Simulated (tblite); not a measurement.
Species: C3H13BN2Si.
Bonds: C1–N2, N2–B3, B3–C4, B3–N5, N5–C6, C6–Si7. Hydrogens: H8, H9, H10 on C1; H11 on N2; H12, H13, H14 on C4; H15 on N5; H16, H17 on C6; H18, H19, H20 on Si7.

Computed with GFN2-xTB (tblite), gas phase: L-BFGS steps from a force-field or distance-geometry start until the largest atomic force falls under 0.01 eV/Å.

Step 159: E = -595.8252 eV
```
atom  x, y, z in Å  |  force x, y, z in eV/Å
C1     -2.0871    1.7903   -0.8503   -0.004  -0.014  -0.002
N2     -2.0273    0.4567   -0.3039   -0.005  -0.012  -0.022
B3     -0.9251   -0.3704   -0.0081    0.003  -0.009  -0.001
C4     -1.2051   -1.8563    0.5027   -0.021   0.001   0.037
N5      0.3998    0.0737   -0.1626   -0.009  -0.002   0.013
C6      1.5984   -0.6933    0.1145   -0.010   0.000  -0.019
Si7     3.0898    0.4189    0.5185   -0.007  -0.012  -0.011
H8     -2.7032    2.4428   -0.2218    0.034   0.004   0.012
H9     -1.0890    2.2188   -0.9142   -0.013  -0.013   0.012
H10    -2.5256    1.7839   -1.8560    0.029   0.021  -0.011
H11    -2.9488    0.0668   -0.1844   -0.006  -0.016   0.009
H12    -0.7738   -2.5833   -0.1836   -0.004  -0.019   0.032
H13    -2.2663   -2.0782    0.5875   -0.017   0.009  -0.027
H14    -0.7652   -2.0430    1.4809    0.018  -0.001  -0.008
H15     0.5867    0.9789   -0.5628    0.015  -0.003  -0.013
H16     1.8406   -1.3499   -0.7368   -0.003   0.035  -0.002
H17     1.3938   -1.3643    0.9530    0.002   0.028  -0.012
H18     2.7514    1.3426    1.6023   -0.016  -0.006   0.008
H19     3.4285    1.2020   -0.6769    0.000   0.001   0.012
H20     4.2223   -0.4259    0.8988    0.013   0.007  -0.008
```

Step 160: E = -595.8257 eV
```
atom  x, y, z in Å  |  force x, y, z in eV/Å
C1     -2.0865    1.7904   -0.8509   -0.003  -0.002  -0.005
N2     -2.0253    0.4612   -0.2944   -0.010  -0.012  -0.022
B3     -0.9237   -0.3699   -0.0087    0.007  -0.002  -0.005
C4     -1.2026   -1.8525    0.5097   -0.017  -0.010   0.046
N5      0.4011    0.0668   -0.1800    0.007  -0.005   0.012
C6      1.6004   -0.6984    0.0982   -0.007   0.010  -0.013
Si7     3.0820    0.4174    0.5287    0.003   0.003  -0.029
H8     -2.7055    2.4460   -0.2290    0.028   0.004   0.019
H9     -1.0901    2.2227   -0.9155   -0.006  -0.023   0.012
H10    -2.5226    1.7757   -1.8575    0.028   0.021  -0.016
H11    -2.9469    0.0754   -0.1637   -0.009  -0.020   0.007
H12    -0.7796   -2.5822   -0.1789   -0.006  -0.022   0.030
H13    -2.2632   -2.0717    0.6055   -0.022   0.006  -0.022
H14    -0.7522   -2.0371    1.4837    0.008  -0.004  -0.007
H15     0.5886    0.9672   -0.5900    0.013   0.016  -0.019
H16     1.8541   -1.3440   -0.7581   -0.008   0.033  -0.001
H17     1.3914   -1.3778    0.9281    0.001   0.015  -0.011
H18     2.7308    1.3345    1.6137   -0.022  -0.010   0.012
H19     3.4293    1.2105   -0.6584   -0.001  -0.004   0.018
H20     4.2154   -0.4234    0.9144    0.014   0.004  -0.007
```

Task: Estimate the geometry and energy of step 161. (The exact step hangs on the optimiser's Hessian estimate; all steps are aligned on step 160, rigid shifts and turns removed.)

Result: E = -595.8264 eV, largest force 0.053 eV/Å
```
atom  x, y, z in Å  |  force x, y, z in eV/Å
C1     -2.0845    1.7904   -0.8510   -0.008   0.005  -0.005
N2     -2.0235    0.4667   -0.2813    0.002  -0.004  -0.029
B3     -0.9225   -0.3698   -0.0085    0.013   0.007  -0.009
C4     -1.2003   -1.8488    0.5193    0.002  -0.015   0.035
N5      0.4019    0.0589   -0.2010    0.005  -0.013   0.013
C6      1.6026   -0.7037    0.0763    0.008   0.019   0.002
Si7     3.0719    0.4159    0.5401    0.017   0.022  -0.045
H8     -2.7058    2.4518   -0.2375    0.020  -0.005   0.020
H9     -1.0895    2.2251   -0.9159    0.007  -0.031   0.010
H10    -2.5171    1.7657   -1.8590    0.027   0.023  -0.014
H11    -2.9452    0.0859   -0.1393   -0.017  -0.025   0.008
H12    -0.7851   -2.5820   -0.1700   -0.005  -0.025   0.019
H13    -2.2597   -2.0658    0.6249   -0.038   0.004  -0.007
H14    -0.7388   -2.0307    1.4881   -0.004  -0.004   0.011
H15     0.5890    0.9539   -0.6218    0.011   0.037  -0.026
H16     1.8696   -1.3350   -0.7866   -0.015   0.032   0.005
H17     1.3900   -1.3938    0.8957   -0.002   0.001  -0.017
H18     2.7025    1.3264    1.6249   -0.027  -0.020   0.009
H19     3.4337    1.2198   -0.6364   -0.004  -0.010   0.025
H20     4.2057   -0.4199    0.9359    0.008   0.002  -0.007
```

The energy changes by -0.0006 eV. The first-order estimate −F·Δx gives -0.0008 eV and the mean of the old and new forces, exact on a quadratic surface, -0.0006 eV. The step makes an angle of 86° with the force vector and moves no atom by more than 0.036 Å.

What follows is the cost of the whole relaxation. Time: 1.4 s wall. Hardware: one thread of an Arm Neoverse V2, shared host.
